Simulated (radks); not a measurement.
Values are calculated unless marked as measured or tabulated.
The gadolinium anion Gd- inside a hard spherical wall (all orbitals vanish at R), configuration held at [Xe] 4f7 5d2 6s2 and not refilled when levels cross. Level of theory: scalar-relativistic Kohn-Sham, r2SCAN, spin-polarised, spherical densities, finite nucleus; open shells are filled with parallel spins first (spin-orbit coupling, left out, can overturn this in heavy ions); meta-GGA in the generalised Kohn-Sham scheme; Fermi nuclear charge, rms radius 5.1569 fm (a radial shooting solver on a logarithmic mesh with Libxc functionals). Eigenvalues in eV for spin up, with the zero of energy where the potential of the charges vanishes at infinity; a dash marks a level that is unbound or too diffuse for the functional's potential to be trusted. A positive occupied level is held by the wall or, in an anion where self-interaction has pushed it up, behind a barrier. The pressure on the wall is -dE/dV.

| R (bohr) | E (hartree) | kinetic (hartree) | e(5p) | e(4f) | e(6s) | e(5d) | e(6p, empty) | e(7s, empty) | pressure (GPa) |
|---|---|---|---|---|---|---|---|---|---|
| 15 | -11271.9078 | 12102.621 | -23.511 | -5.071 | -0.170 | 1.961 | 2.077 | 2.949 | 0.00804 |
| 12 | -11271.9028 | 12102.643 | -23.112 | -4.670 | 0.113 | 2.305 | 2.496 | 4.365 | 0.0543 |
| 6 | -11271.6634 | 12103.471 | -17.984 | 0.655 | 4.730 | 6.885 | 9.371 | 24.162 | 11.8 |
| 4 | -11270.5127 | 12107.222 | -10.173 | 9.639 | 19.475 | 16.057 | 29.745 | 73.673 | 215 |
| 2.5 | -11261.3204 | 12138.292 | 18.876 | 42.130 | 101.92 | 55.162 | 127.14 | 272.57 | 6790 |
| 2 | -11244.7153 | 12189.926 | 58.849 | 77.163 | 215.24 | 107.10 | 251.25 | 504.09 | 32900 |
